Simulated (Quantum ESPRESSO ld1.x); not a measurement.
Values are calculated unless marked as measured or tabulated.
Problem. The table gives one normalised radial function P(r) = r R(r) of He in 1s1 2s1 (r in bohr). Level of theory: scalar-relativistic Kohn-Sham, relativistic LDA (MacDonald-Vosko exchange, VWN5 correlation), spin-unpolarised, spherical densities, point nucleus (ld1.x of Quantum ESPRESSO 7.5).

r             P
0.02779   0.0314
0.03789   0.0419
0.05114   0.0550
0.06973   0.0723
0.09507   0.0935
0.1283    0.1178
0.175     0.1455
0.2386    0.1728
0.322     0.1934
0.439     0.1997
0.5927    0.1795
0.808     0.1189
1.102     0.0105
1.487    -0.1342
2.028    -0.2993
2.737    -0.4329
3.732    -0.4886
5.088    -0.4238
6.868    -0.2743
9.364    -0.1186
12.77    -0.0312

Which n and l does it have? It may be an empty orbital.

Solution. n = 2, l = 0: the number of nodes gives n - l - 1 = 1, the rise at small r (about r^(l+1)) gives l, and the extent must fit the shell. The curve is that of 2s. 2s: eigenvalue -2.529 eV, 1 radial node at r = 1.13 bohr, <r> = 4.53 bohr, 90 % of the charge inside 7.04 bohr.
